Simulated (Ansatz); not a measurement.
Consider the substitution at a C–C bond: `C=C(C)[SiH3]` + `SS` → `C=C([SiH3])SS` + CH₄.

Computed with Ansatz on PBE0-D4/def2-TZVP structures; ΔE is electronic, products minus reactants. CCSD(T)/CBS adds triple-zeta CCSD(T) − MP2 to the extrapolated MP2 energy (def2 sets, frozen cores). This one scheme is used for every species. DFT in def2-TZVPP. B3LYP here is the variant with VWN-RPA as its local correlation; programs differ in this. One conformer a species, not always the lowest.

`C=C(C)[SiH3]`:

Cartesian coordinates in Å:
```
C -0.150 1.582 -0.211
C -0.015 0.258 -0.156
C 0.167 -0.574 -1.390
Si -0.052 -0.605 1.502
H -0.283 2.186 0.681
H -0.133 2.116 -1.159
H 1.104 -1.139 -1.349
H 0.180 0.043 -2.292
H -0.636 -1.311 -1.490
H -1.150 -1.611 1.541
H -0.256 0.392 2.585
H 1.224 -1.336 1.737
```

`SS`:

Cartesian coordinates in Å:
```
S 0.550 0.780 -0.596
S -0.653 -0.854 -0.332
H 0.014 1.580 0.345
H 0.090 -1.506 0.584
```

`C=C([SiH3])SS`:

Z-matrix (Å, degrees):
```
Si
C 1 1.876
H 1 1.487 2 105.6
H 1 1.484 2 111.2 3 -119.1
H 1 1.483 2 111.8 3 118.0
S 2 1.764 1 120.7 3 167.8
C 2 1.335 1 121.3 3 -8.8
S 6 2.037 2 104.4 1 21.1
H 7 1.084 2 120.7 1 1.5
H 7 1.087 2 122.5 1 -179.4
H 8 1.349 6 99.2 2 85.1
```

CH₄:

Cartesian coordinates in Å:
```
C 0.000 0.000 0.000
H 0.085 0.591 -0.912
H 0.497 -0.959 -0.141
H -1.052 -0.167 0.228
H 0.470 0.535 0.825
```

| level | ΔE (kcal/mol) |
| --- | --- |
| B3LYP | -3.3 |
| HF/def2-QZVPP | 0.7 |

Problem. What does CCSD(T)/CBS give? (Estimate.)

Solution. Computed: -5.0 kcal/mol. The listed levels differ from it by 1.7, 5.7 kcal/mol.

Largest T1 diagnostic among the species: 0.013.

In def2-TZVPP, CCSD(T) changes the Hartree–Fock value by −4.9 kcal/mol (the triples alone add −1.5 kcal/mol) and MP2 by −6.9 kcal/mol. From PBE to PBE0 (25 % exact exchange), in def2-TZVPP and without D4, ΔE moves by +1.3 kcal/mol.
